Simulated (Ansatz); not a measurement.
CHN2, SMILES `N#C[NH+]` (lower triplet) (charge 1, multiplicity 3). This triplet lies 1.19 eV below the relaxed singlet at the level B3LYP/cc-pVTZ // PBE0-D3(BJ)/def2-TZVP (Ansatz, a quantum-chemistry and plane-wave program).

Cartesian coordinates (Å):
SMILES: N#C[NH+]
```xyz
4

N      1.7773     0.1806     0.2118
C      0.5087     0.0517     0.0607
N     -0.6403    -0.0650    -0.0761
H     -1.6458    -0.1674    -0.1964
```
Charge +1, spin multiplicity 3.

Frozen-core energies in cc-pVDZ from Ansatz at a geometry from PBE0-D3(BJ)/def2-TZVP; the HF reference has <S^2> = 2.28 and the T1 diagnostic is 0.038.

```csv
level,energy (Ha),difference from CCSDT(Q) (mHa)
HF,-146.97354,402.28
MP2,-147.31414,61.68
CCSD,-147.35784,17.98
CCSD(T),-147.37242,3.40
CCSDT,-147.37416,1.66
CCSDT(Q),-147.37582,0.00
```
